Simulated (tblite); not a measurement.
Question: Write Cartesian coordinates for InChI=1S/C2H11NOSi2/c1-3-5-2-6-4/h3-4H,2,5-6H2,1H3 as optimised with GFN2-xTB.

Answer: 
```
atom  x, y, z in Å
C1     1.8172    0.0664    1.1178
N2     1.3442    0.5626   -0.1600
Si3    0.5314   -0.4775   -1.2940
C4    -1.0884   -1.0285   -0.4812
Si5   -2.1472    0.4167    0.1741
O6    -1.1982    1.4998    0.9191
H7     2.0356    0.9013    1.7866
H8     1.0375   -0.5432    1.5689
H9     2.7213   -0.5458    1.0253
H10    2.0236    1.1922   -0.5636
H11    0.3258    0.4059   -2.4440
H12    1.3233   -1.6543   -1.6989
H13   -0.8700   -1.7133    0.3388
H14   -1.6638   -1.6071   -1.2006
H15   -2.8420    1.0464   -0.9539
H16   -3.0844   -0.0306    1.2035
H17   -0.2731    1.5211    0.6522
```

Any rigid rotation of these coordinates is as good. Atoms count from 1 in this order. H17 on O6 lies 2.05 Å from N2, 5 bonds away (angle at H 149°; Bondi radii sum to 2.75 Å). Of the pairs four or more bonds apart, those above aside, Si3···H17 is among the closest relative to their van der Waals radii: 2.90 Å, 88 % of the sum of Bondi's values. Si3 (SiH2 silicon) is distorted tetrahedral (angles from 102.5° to 113.9°). Si5 (oxygen-bound silicon) is distorted tetrahedral (angles from 104.8° to 111.7°).

Bonds between heavy atoms (Å): C1–N2 1.450, N2–Si3 1.740, Si3–C4 1.894, C4–Si5 1.908, Si5–O6 1.621.

Computed geometry: GFN2-xTB, gas phase.

Point group: C1 (no symmetry element, even within 0.4 Å). Its GFN2-xTB frequencies are all real (lowest 64 cm⁻¹). One conformer, not necessarily the lowest (C1–N2–Si3–C4 64°, N2–Si3–C4–Si5 52°, Si3–C4–Si5–O6 -43°, C4–Si5–O6–H 25°).

Time: 1.9 s of wall time. Hardware: an Arm Neoverse N1 with one thread, shared host. This is the geometry optimisation.
